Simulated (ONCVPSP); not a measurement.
## Before and after: ONCV potential for Al

```
Element                 : Al
Generator               : ONCVPSP 4.0.1
Type                    : optimised norm-conserving Vanderbilt (ONCV)
Functional              : LDA (Perdew-Zunger)
Relativity              : scalar-relativistic
Frozen core             : [Ne]
Valence charge          : 3
Reference configuration : 3s2 3p1
Partial waves           : 3s: rc 1.45 bohr, ncon 3, nbas 6, qcut 4.1 1/bohr, local; 3p: rc 2.45 bohr, ncon 3, nbas 7, qcut 2.9 1/bohr, 2 projectors, debl 2.3 Ha; d scattering state at 0.23 Ha: rc 2.40 bohr, ncon 4, nbas 8, qcut 4.5 1/bohr, 1 projector
Local potential         : the s channel
Core correction         : Teter function fitted to the true core (icmod 2), fcfact 0.3
```

All-electron outer shells of the reference configuration (LDA (Perdew-Zunger), scalar-relativistic, ld1.x):

```csv
shell,level (eV),outermost node (bohr),outermost maximum (bohr)
2s,-107.50,0.17,0.50
2p,-69.71,–,0.43
3s,-7.84,0.80,2.06
3p,-2.79,0.82,2.64
```

Change: s: qcut 5.8; p: qcut 4.1; d: qcut 6.4.

Cutoffs: the cutoffs (Ha) at which the residual kinetic energy of the hardest occupied pseudo-wave falls to 1 and 0.1 mHa per electron; they do not see the model core or the augmentation charge, which bear on the density cutoff. Errors are all-electron minus pseudo energies relative to the spin-unpolarised reference configuration.

Predict the effect on cutoff, ghosts and configuration errors.

The potential gets neither clearly harder nor softer (7.7 Ha and 44 Ha → 12 Ha and 39 Ha); of the 4 tests that both files solve, the error grows in 2 and shrinks in 1 by more than 15 % and 0.3 meV (median size 2.3 → 2.1 meV); neither file shows a bound ghost.

```csv
quantity,base,changed
"cutoff, loose",7.7 Ha,12 Ha
"cutoff, tight",44 Ha,39 Ha
loose cutoff by channel,"s 7.7 Ha, p 2.1 Ha","s 12 Ha, p 2.1 Ha"
bound ghosts,none,none
GHOST(+) flags under 300 eV,none,none
"error for 3s2 3p0, meV [ΔE 5.85 eV]",+1.8,+2.3
"error for 3s1 3p0, meV [ΔE 25.22 eV]",+18,+21
"error for 3s2 3p0.5, meV [ΔE 2.13 eV]",+0.3,+0.3
"error for 3s1 3p1, meV [ΔE 11.67 eV]",+2.9,+1.8
s: phases at 1.47 bohr within 0.05 rad from the reference energy up to (Ha; the scan ends near 5),0.6,0.5
p: phases at 2.49 bohr within 0.05 rad from the reference energy up to (Ha; the scan ends near 5),to the end of the scan,to the end of the scan
d: phases at 2.43 bohr within 0.05 rad from the reference energy up to (Ha; the scan ends near 5),1.8,1.9
"rms error of d²Exc/dni dnj with the model core, mHa",0.56,0.56
```
